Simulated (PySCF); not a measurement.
## Static response to an electric field

Species: C8H19NSi2.
Structure used (PBE0-D3(BJ)/def2-SVP), in Å, numbered top down from 1:
```xyz
30
C8H19NSi2 angstrom
Si     3.3649    0.7705   -0.1137
N      2.0143   -0.3103   -0.3975
Si     2.2828   -1.9539   -0.9470
C      0.6769    0.0330    0.1192
C      0.4582    1.5428    0.2089
C     -0.9181    1.8874    0.7669
C     -2.0282    1.2515   -0.0610
C     -1.8066   -0.2393   -0.1843
C     -2.3858   -1.1369    0.8755
C     -2.9616   -1.1338   -0.5127
C     -0.4377   -0.5837   -0.7279
H      4.5939    0.0758   -0.5925
H      3.2454    2.0681   -0.8467
H      3.5343    1.0985    1.3401
H      1.6338   -2.2546   -2.2611
H      3.7515   -2.1585   -1.0940
H      1.7481   -2.9423    0.0466
H      0.5702   -0.3750    1.1465
H      1.2340    2.0038    0.8437
H      0.5747    1.9756   -0.8010
H     -1.0413    2.9813    0.8059
H     -0.9894    1.5246    1.8071
H     -2.0384    1.6996   -1.0714
H     -3.0147    1.4552    0.3853
H     -2.9703   -0.6785    1.6791
H     -1.8012   -2.0075    1.1877
H     -3.9392   -0.6664   -0.6612
H     -2.7778   -2.0027   -1.1511
H     -0.3363   -0.2152   -1.7647
H     -0.3331   -1.6814   -0.7685
```

Level: PBE0/def2-SVPD (PySCF), static field, nuclei fixed, core orbitals frozen in the response. The polarisability tensor in these axes (au):

```
x   172.54   2.54  -4.27
y     2.54 150.80   7.39
z    -4.27   7.39 129.25
```

Task: What are the eigenvalues, a third of the trace, and Δα (Δα² = ½Σ(αi − αj)² over the three pairs)?

Result: Principal values 126.46, 153.03 and 173.11 au; mean 150.87 au = 22.36 Å³ = 24.87 × 10⁻⁴⁰ C²·m²/J; Δα = 40.53 au (27 % of the mean).

Task: What is the dipole moment, and where does it point?

Result: (-1.44, 0.59, 0.36) D, 1.60 D in size, pointing from the negative to the positive side. Measured along this direction, the outermost atoms are H16 at the negative end and H24 at the positive end.

Task: Directions of the eigenvectors, and the extent of the frame along each?

Result: Largest value along (0.99, 0.09, -0.08), where the nuclei span 8.53 Å; middle along (-0.06, 0.95, 0.31), 6.07 Å; least along (0.10, -0.30, 0.95), 3.28 Å. The response follows the extents in order.

Task: Find the Langevin capture rate constant for NO+ (29.998 u) meeting this molecule (185.106 u), k = 2.342 × 10⁻⁹ cm³/s × √(α in Å³ / reduced mass in u).

Result: The reduced mass is 25.81 u, so k = 2.18 × 10⁻⁹ cm³/s. The formula leaves out the permanent dipole, which adds to the capture rate.

Task: Refractivity n − 1 of an ideal gas of it at 298.15 K and 1 atm, from the electronic α?

Result: N = p/kT = 2.4615 × 10¹⁹ cm⁻³, so n − 1 = 2π × N × 22.36 × 10⁻²⁴ cm³ = 3458 × 10⁻⁶ at long wavelengths.

Task: Molar refractivity from α?

Result: Lorentz–Lorenz: R = (4π/3)N_A α = 2.5225 cm³/(mol·Å³) × 22.36 Å³ = 56.4 cm³/mol, in the limit of long wavelengths.

Task: Rayleigh depolarisation ratio (linearly polarised light, static tensor)?

Result: ρ = 3Δα²/(45ᾱ² + 4Δα²) = 4929.2/(1024215 + 6572.2) = 0.00478.

Isolated species at its PBE0-D3(BJ)/def2-SVP geometry (one conformer only).

The run behind these numbers computed excited states as well. The run took 2.0 min wall, 4.3 min CPU on Intel Xeon Platinum 8488C, 2 threads (shared host), and the process peaked at 2.2 GiB of memory.
